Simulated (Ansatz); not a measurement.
Two structures of ZnH₄O₂, closed shell, reached by relaxing down either side of one saddle point (PBE0-D4/def2-TZVP). Energies are electronic, without zero-point energy. Computed with Ansatz 0.2.0 (basis: def2-TZVPP and def2-QZVPP); correlated methods freeze the cores. The 3s and 3p shells of Cu and Zn are frozen; filled d shells are correlated. Extrapolation: Hartree–Fock as exp(−7.88 √X), correlation as X^−2.97. First:

```xyz
7
angstrom
Zn 0.2750 -0.3926 -0.1700
O 0.4337 -0.9096 1.5168
O 0.0321 0.2447 -1.8049
H -1.0219 1.3832 1.0051
H -1.0934 1.6376 0.3020
H 0.8775 -1.7474 1.6556
H 0.4972 -0.2160 -2.5046
```

Second:

```xyz
7
angstrom
Zn -0.5067 0.8562 -0.4399
O -0.1557 -0.5745 1.2640
O 0.5245 -0.4602 -1.1721
H 0.4138 -0.3705 2.0095
H -1.3260 2.1115 -0.1505
H 0.3787 -1.0572 0.6042
H 0.6716 -0.5054 -2.1151
```

**Question.** Which bonds change from the first to the second?

**Answer.** ZnH₂O₂ ([OH][Zn][OH]) + H₂ → ZnH₂O ([OH][ZnH]) + H₂O (still joined by a long Zn–O bond); bonds formed: Zn1–H5, O2–H4; bonds broken: H4–H5; bonds weakened to dative contacts: Zn1–O2.

**Question.** Give the saddle point's structure and its height above each. (Judge from chemistry; the value comes from the calculation.)

**Answer.** By the calculation: 108.2 kJ/mol above the first and 144.4 kJ/mol above the second (CCSD(T) at an estimated basis limit (MP2 extrapolated from triple and quadruple zeta, plus CCSD(T) − MP2 in triple zeta)).
```
7
angstrom
Zn -0.0316 -0.0637 -0.4208
O -0.1191 -0.6797 1.4194
O 0.4068 -0.4352 -2.1115
H -0.4383 0.5667 1.2619
H -0.6810 1.3025 0.6404
H 0.6363 -0.9657 1.9407
H 0.2271 0.2749 -2.7301
```

No T1 diagnostic of these runs exceeds 0.017.

Labels in which every atom is bracketed show which atoms are joined, not bond orders.

For scale, one of the runs: CCSD(T)/def2-TZVPP, 182 basis functions, launched by `ansatz run in.yaml --threads 4 --pin off --events-out ev --progress --plain --max-ram 9574MiB`. Hardware: 4 CPU threads of an Arm Neoverse V2, shared host. Wall time 27 s; peak host memory 1.8 GiB.
